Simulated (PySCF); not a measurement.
Isomers of C6H13NS, one GFN2-xTB conformer each. Single-point energies are computed at PBE0/pcSseg-1 (PySCF, gas phase, no added dispersion term), electronic only.

Task: Rank them by PBE0/pcSseg-1 energy, lowest first (kcal/mol).
A. `[CH3:1][C:2](=[S:3])[NH:4][C:5]([CH3:6])([CH3:7])[CH3:8]` with C1–C2–N4–C5 178°
B. `[SH:1][C@@H:2]1[CH2:3][CH2:4][CH2:5][NH:6][CH2:7][CH2:8]1` with H–S1–C2–C3 61°, S1–C2–C3–C4 163°, C2–C3–C4–C5 53°, C3–C4–C5–N6 -71°, C4–C5–N6–C7 98°
C. `[CH3:1][CH2:2][C:3](=[S:4])[N:5]([CH3:6])[CH2:7][CH3:8]` with C1–C2–C3–S4 -4°, C2–C3–N5–C6 4°, C3–N5–C7–C8 -92°

Result: A (0.0), C (7.9), B (12.2).

As drawn, the lowest has a C=S bond, which the highest lacks; the highest has an S–H bond, which the lowest lacks. GFN2-xTB itself gives, in the same order: 0.0, 2.1, 7.8. Both levels put the same isomer lowest; measured from each level's own lowest isomer, the values differ by up to 5.8 kcal/mol (CCC(=S)N(C)CC: 2.1 against 7.9).

Task: Which frontier levels, dipoles and rotational constants go with these structures?

Result: 
```csv
SMILES,"HOMO (eV, PBE0/pcSseg-1)",LUMO (eV),dipole (D),"A, B, C (MHz)"
CC(=S)NC(C)(C)C,-5.78,-0.64,4.46,"2575, 1202, 1005"
CCC(=S)N(C)CC,-5.73,-0.48,4.69,"2468, 1254, 906.9"
S[C@@H]1CCCNCC1,-6.31,0.83,2.84,"2917, 1175, 913.4"
```
